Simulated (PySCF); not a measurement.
Spin-Hamiltonian simulation

Molecule: SMILES OB(O)C1=CCC=C1, C5H7BO2.

Molfile (atoms numbered from 1):
```
C5H7BO2
     RDKit          3D

 15 15  0  0  0  0  0  0  0  0999 V2000
    2.4535    1.0918   -0.3861 O   0  0  0  0  0  0  0  0  0  0  0  0
    1.7697   -0.0687   -0.1556 B   0  0  0  0  0  0  0  0  0  0  0  0
    2.3690   -1.2910   -0.0318 O   0  0  0  0  0  0  0  0  0  0  0  0
    0.2207    0.0153   -0.0252 C   0  0  0  0  0  0  0  0  0  0  0  0
   -0.6127   -1.0244    0.2386 C   0  0  0  0  0  0  0  0  0  0  0  0
   -2.0270   -0.5479    0.2898 C   0  0  0  0  0  0  0  0  0  0  0  0
   -1.9073    0.9177    0.0153 C   0  0  0  0  0  0  0  0  0  0  0  0
   -0.6057    1.2255   -0.1627 C   0  0  0  0  0  0  0  0  0  0  0  0
    3.4057    1.0013   -0.4770 H   0  0  0  0  0  0  0  0  0  0  0  0
    3.3270   -1.2851   -0.1109 H   0  0  0  0  0  0  0  0  0  0  0  0
   -0.3065   -2.0601    0.3957 H   0  0  0  0  0  0  0  0  0  0  0  0
   -2.4919   -0.7544    1.2730 H   0  0  0  0  0  0  0  0  0  0  0  0
   -2.6655   -1.0679   -0.4496 H   0  0  0  0  0  0  0  0  0  0  0  0
   -2.7537    1.6048   -0.0287 H   0  0  0  0  0  0  0  0  0  0  0  0
   -0.2004    2.2158   -0.3768 H   0  0  0  0  0  0  0  0  0  0  0  0
  1  2  1  0
  2  3  1  0
  2  4  1  0
  4  5  2  0
  5  6  1  0
  6  7  1  0
  7  8  2  0
  8  4  1  0
  1  9  1  0
  3 10  1  0
  5 11  1  0
  6 12  1  0
  6 13  1  0
  7 14  1  0
  8 15  1  0
M  END
```

Rapidly exchanging positions averaged, non-relativistic, isolated molecule, one computed conformer. PBE0-D3(BJ)/def2-SVP geometry; GIAO PBE0/pcSseg-1 shieldings; J: B3LYP/pcJ-1 (spin–dipole term only in couplings to heteroatoms); PySCF 2.14.

Chemical shifts δ = σref − σ; TMS for $^{1}$H, all at this level.

The 5-spin Hamiltonian (Zeeman plus full scalar coupling among like nuclei) was diagonalised exactly; lines are Lorentzian, 0.7 Hz wide, and the maxima above 3 % are listed with the tallest set to 100.

Peak list at 400 MHz for the spins H11/H12/H13/H14/H15:
Hz from δ = 0 (height): 3003.0 (17), 3002.2 (20), 3001.5 (34), 3000.8 (45), 3000.0 (38), 2999.2 (45), 2998.6 (35), 2997.8 (21), 2997.1 (17), 2845.6 (15), 2845.0 (15), 2843.4 (29), 2842.8 (28), 2841.2 (16), 2840.6 (17), 2839.5 (17), 2838.9 (17), 2837.3 (30), 2836.7 (30), 2835.1 (16), 2834.5 (15), 2630.1 (13), 2628.1 (31), 2625.9 (31), 2624.0 (25), 2622.0 (30), 2619.8 (29), 2617.9 (13), 1242.8 (52), 1240.9 (100), 1239.2 (100), 1237.2 (52)

Problem. Extract the chemical shifts and coupling constants behind this pattern (give the signs of the calculation).

Solution. 
Shifts (ppm): H11 7.50, H12/H13 3.10, H14 6.56, H15 7.10.
Couplings (Hz): H11–H12, H11–H13: 1.5; H11–H14: 2.3; H11–H15: 0.7; H12–H13: -29.0; H12–H14, H13–H14: 1.9; H12–H15, H13–H15: -2.2; H14–H15: 6.1.
These are the parameters used. A line list fixes at most the relative signs, and those only where coupling is strong; other parameter sets or atom labellings may fit too, and couplings well below the line width leave little trace.

The OH or NH signal is concentration- and solvent-dependent in practice; the value given is the gas-phase one. Unscaled 3J(H,H) at this level run about 10 % above measured values.
